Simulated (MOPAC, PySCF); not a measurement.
C₃H₁₂O₃SiSn, SMILES `C[O][Sn]([O]C)([O]C)[SiH3]`, neutral singlet in the gas phase. 

Cartesian coordinates (Å):
SMILES: C[O][Sn]([SiH3])([O]C)[O]C
```xyz
20

C      1.5633    -1.5125     1.3671
O      0.8752    -1.3175     0.1660
Sn     0.3017     0.4970    -0.4131
Si     2.0989     2.1929    -1.0854
O     -0.9126     0.0549    -1.9061
C     -1.6777    -1.1215    -1.9127
O     -0.7245     1.2122     1.1288
C     -1.8536     0.5430     1.6158
H      1.6667    -2.5970     1.5436
H      1.0405    -1.0829     2.2436
H      2.5874    -1.0877     1.3526
H      3.3333     1.8825    -0.3087
H      1.6032     3.5588    -0.7589
H      2.3506     2.0463    -2.5462
H     -1.9726    -1.3416    -2.9531
H     -1.1274    -1.9970    -1.5239
H     -2.6073    -1.0174    -1.3203
H     -1.6729    -0.5325     1.8096
H     -2.7188     0.6162     0.9288
H     -2.1534     1.0038     2.5727
```
Charge 0, spin multiplicity 1.

All levels are single points at this geometry (PBE0-D4/def2-SVP); Pople sets use spherical d functions. Orbital energies aren't observables, and empty levels follow the basis.

SVWN5/6-31G* (LANL2DZ on Sn) in PySCF gives HOMO (eV) = -5.72.

Problem. Estimate the HOMO (eV) from each of these levels: PBE-D3(BJ)/def2-TZVP in PySCF; PBE0-D4/def2-TZVP in PySCF; B3LYP/6-311+G** (LANL2DZ on Sn) in PySCF; B3LYP/6-31G* (LANL2DZ on Sn) in PySCF; B3LYP/LANL2DZ in PySCF; BP86/6-31G* (LANL2DZ on Sn) in PySCF; PBE/6-31G* (LANL2DZ on Sn) in PySCF; HF/6-31G* (LANL2DZ on Sn) in PySCF; AM1 in MOPAC; PM3 in MOPAC; PM6 in MOPAC; PM7 in MOPAC.

Solution. 
| level | HOMO (eV) |
|---|---|
| PBE-D3(BJ)/def2-TZVP in PySCF | -5.96 |
| PBE0-D4/def2-TZVP in PySCF | -7.49 |
| B3LYP/6-311+G** (LANL2DZ on Sn) in PySCF | -7.31 |
| B3LYP/6-31G* (LANL2DZ on Sn) in PySCF | -6.94 |
| B3LYP/LANL2DZ in PySCF | -7.04 |
| BP86/6-31G* (LANL2DZ on Sn) in PySCF | -5.74 |
| PBE/6-31G* (LANL2DZ on Sn) in PySCF | -5.62 |
| HF/6-31G* (LANL2DZ on Sn) in PySCF | -11.05 |
| AM1 in MOPAC | -9.72 |
| PM3 in MOPAC | -10.09 |
| PM6 in MOPAC | -9.79 |
| PM7 in MOPAC | -9.78 |
